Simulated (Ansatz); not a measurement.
Basis sets compared for (4-methoxyphenyl)phenyliodonium mesylate, `COc1ccc([I+]c2ccccc2)cc1.CS(=O)(=O)[O-]`. The state is a singlet with charge 0. Geometry PBE-D4/def2-SVP. Ansatz on 2 threads of AMD EPYC 7R13 on a shared host and a share (18 GiB) of an NVIDIA H100 80GB HBM3; times are rough, and most runs start from earlier orbitals.

```xyz
35

C    -0.536   -0.445    4.049
O     0.352   -1.440    3.520
C     0.144   -1.842    2.255
C    -0.984   -1.462    1.499
C    -1.063   -1.796    0.145
C    -0.017   -2.535   -0.415
I     0.075   -2.535   -2.536
C     1.106   -0.620   -2.683
C     2.337   -0.584   -3.346
C     3.032    0.638   -3.319
C     2.507    1.737   -2.617
C     1.273    1.640   -1.957
C     0.529    0.445   -2.000
C     1.094   -2.988    0.320
C     1.151   -2.658    1.674
H    -1.544   -0.871    4.240
H    -0.646    0.412    3.351
H    -0.088   -0.117    5.004
H    -1.764   -0.783    1.888
H    -1.889   -1.360   -0.440
H     2.760   -1.462   -3.857
H     4.004    0.713   -3.830
H     3.077    2.678   -2.577
H     0.849    2.461   -1.359
H    -0.465    0.421   -1.499
H     1.907   -3.561   -0.148
H     2.005   -2.968    2.293
C    -2.828    3.164    0.135
S    -1.982    1.592    0.455
O    -2.638    1.053    1.699
O    -2.261    0.758   -0.789
O    -0.525    1.921    0.621
H    -2.663    3.825    1.006
H    -2.404    3.613   -0.782
H    -3.906    2.956    0.003
```

In the def2 sets I takes a core potential; there is no spin–orbit coupling. Single mean-field runs in def2-TZVP are fitted with def2-universal-jkfit. The restricted singlet is unstable towards broken spin symmetry in Hartree–Fock (as tested in another run); at PBE-D4/def2-TZVP, PBE0-D4/def2-SVP, PBE0-D4/def2-TZVP this wasn't settled. In the singlet geometry the species has come apart into loosely held pieces.

Binding counts from free atoms (C triplet, O triplet, I doublet, H doublet, S triplet) in the same basis, without a counterpoise term.

```csv
level,functions,energy (Eh),HOMO (eV),LUMO (eV),binding per atom (eV),wall time
PBE-D4/def2-SVP,371,-1537.2722,-4.30,-3.36,4.79,6.5 s
PBE0-D4/def2-SVP,371,-1537.3537,-5.95,-2.62,4.65,7 s
```

Problem. Estimate the rows for PBE-D4/def2-TZVP, PBE0-D4/def2-TZVP (with forces).

Solution. 
```csv
level,functions,energy (Eh),HOMO (eV),LUMO (eV),binding per atom (eV),wall time
PBE-D4/def2-TZVP,735,-1538.4162,-4.68,-3.44,4.77,12 s
PBE0-D4/def2-TZVP (with forces),735,-1538.4893,-6.25,-2.67,4.63,13 s
```
